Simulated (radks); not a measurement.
Question: These are the eigenvalues of the occupied orbitals of an atom or ion with whole-number occupations (eV). All-electron calculation, Dirac Kohn-Sham, PBE, spin-unpolarised, spherical densities, finite nucleus; Fermi nuclear charge, rms radius of each element as measured or else 0.836 A^(1/3) + 0.57 fm. Program: a radial shooting solver on a logarithmic mesh with Libxc functionals.

| orbital | eigenvalue |
|---|---|
| 1s1/2 | -38738.98 |
| 2s1/2 | -6184.273 |
| 2p1/2 | -5833.945 |
| 2p3/2 | -5420.828 |
| 3s1/2 | -1341.200 |
| 3p1/2 | -1193.466 |
| 3p3/2 | -1112.944 |
| 3d3/2 | -854.1401 |
| 3d5/2 | -836.9134 |
| 4s1/2 | -289.4429 |
| 4p1/2 | -235.0673 |
| 4p3/2 | -217.9306 |
| 4d3/2 | -128.7734 |
| 4d5/2 | -125.7963 |
| 5s1/2 | -61.6018 |
| 5p1/2 | -46.5586 |
| 5p3/2 | -43.9137 |

Which element is it, and in what charge state? The configuration may be excited. Open shells, if any, fill j = l - 1/2 first.

Answer: Z = 57, lanthanum, charge +3: La3+ in [Xe]. The list shows which subshells hold electrons but not how many an open one holds; the 1s level, -1423.6 hartree, gives Z - s = 53.4 by -(Z - s)^2/2, which with screening and relativity narrows Z to a few neighbours, and the depths of the outer levels then fix element, charge and occupations together.
